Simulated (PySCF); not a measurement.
**Basis-set dependence of the ionisation energy of Yb**

Yb [Xe] 4f14 6s2 (1S) → Yb⁺ [Xe] 4f14 6s1 (2S). All values are computed (PySCF 2.14, energy differences of UHF-based or UKS calculations, no spin-orbit coupling). Values in eV.

```
       basis    Hamiltonian  functions    UHF  r2SCAN   PBE0  MP2 (valence)
 cc-pVDZ-X2C  spin-free X2C         84  5.140   6.149  6.217          6.149
ANO-RCC-VTZP  spin-free X2C        104  5.133   6.038  6.117          6.102
x2c-TZVPPall  spin-free X2C        113  5.127   6.006  6.086          6.136
      ANO-R3  spin-free X2C        142  5.159   6.099  6.156          6.060
 cc-pVTZ-X2C  spin-free X2C        145  5.138   6.110  6.157          6.226
```

Frozen in the all-electron rows: valence: [Kr] 4d10.

Reference for a calculation without spin-orbit coupling: 6.254 eV (measured, between term centres; NIST).
